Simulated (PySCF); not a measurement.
Two species compared at the same levels of theory.

First species: C5H7ClN2Si.
SMILES: `ClC[SiH2]C1=NC=NC=C1`

Second species: C4H6OS2Si.
SMILES: `C=C[Si]1(O)SC=CS1`

Levels: wB97X-D/def2-SVPD for dipole moment, HOMO energy, LUMO energy, HOMO–LUMO gap, static isotropic polarisability and electronic spatial extent ⟨r²⟩ about the centre of nuclear charge; TDDFT wB97X-D/def2-SVPD for lowest singlet excitation; TDA wB97X-D/def2-SVPD for lowest triplet excitation (Tamm–Dancoff); GFN2-xTB for rotational constant A and rotational constant C. Geometries: GFN2-xTB. Each species is one conformer at its optimised geometry, gas phase, non-relativistic unless stated. Electronic properties by PySCF.

Dipoles, sizes and rotational constants follow the conformer. The torsions of the flexible species, by atom-mapped SMILES:
- `[Cl:1][CH2:2][SiH2:3][c:4]1[cH:5][cH:6][n:7][cH:8][n:9]1`: Cl1–C2–Si3–C4 180°, C2–Si3–C4–C5 180°
- `[CH2:1]=[CH:2][Si:3]1([OH:4])[S:5][CH:6]=[CH:7][S:8]1`: C1–C2–Si3–O4 0°, H–O4–Si3–C2 180°

Problem. Which has the higher rotational constant C?

Solution. The second: 0.835 GHz against 0.444 GHz, a difference of 0.391 GHz.

Problem. Which of the two has the higher HOMO–LUMO gap, and by how much?

Solution. The first: 9.34 eV against 8.81 eV, a difference of 0.53 eV.

Problem. Which has the higher ⟨r²⟩?

Solution. The first: 2284 bohr² against 1498 bohr², a difference of 786 bohr².

Problem. Which has the higher HOMO energy?

Solution. The second: -7.94 eV against -9.32 eV, a difference of 1.38 eV.

Problem. Which has the higher static isotropic polarisability?

Solution. The second: 111.3 au against 108.4 au, a difference of 2.9 au.

Problem. Which has the higher dipole moment?

Solution. The first: 2.20 D against 0.28 D, a difference of 1.92 D.

Problem. Which has the higher rotational constant A?

Solution. The first: 4.084 GHz against 1.876 GHz, a difference of 2.208 GHz.

Problem. Which of the two has the higher S1 energy, and by how much?

Solution. The second: 4.72 eV against 4.20 eV, a difference of 0.52 eV.

On the first: The principal polarisabilities are 73.8, 107.4 and 144.2 au; their mean is the isotropic value. No computed singlet falls in the visible range (750 to 380 nm, 1.65 to 3.26 eV); S1 lies 0.94 eV above its blue end.

On the second: The principal polarisabilities are 86.6, 111.1 and 136.3 au; their mean is the isotropic value. The dipole equals about 0.9 × 10⁻³⁰ C·m (1 D = 3.33564 × 10⁻³⁰ C·m).
